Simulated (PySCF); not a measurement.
PbS, SMILES [S]=[Pb] (connectivity only; charge and spin as stated), neutral, multiplicity 1. The structure is a stationary point at B3LYP-D3(BJ)/def2-TZVP. The def2 effective core potentials stand for the cores of Pb; spin–orbit coupling is left out.

These are B3LYP-D3(BJ)/def2-TZVP in PySCF values and carry that method's errors.

Harmonic wavenumbers (cm⁻¹): 435. Rotational constants (GHz): 3.425 (linear); symmetry number 1.

Q: Work out the zero-point energy and the ideal-gas rigid-rotor harmonic-oscillator thermochemistry at 298.15 K and 1 atm.

A: ZPE = ½ Σ hcν = ½ × 435 cm⁻¹ = 0.62 kcal/mol. H − E(el) = 2.87 kcal/mol. Entropy in cal/(mol K): translation 42.32, rotation 16.90, vibration 0.84, total 60.06. G − E(el) = -15.04 kcal/mol. Cp = 8.35 cal/(mol K).
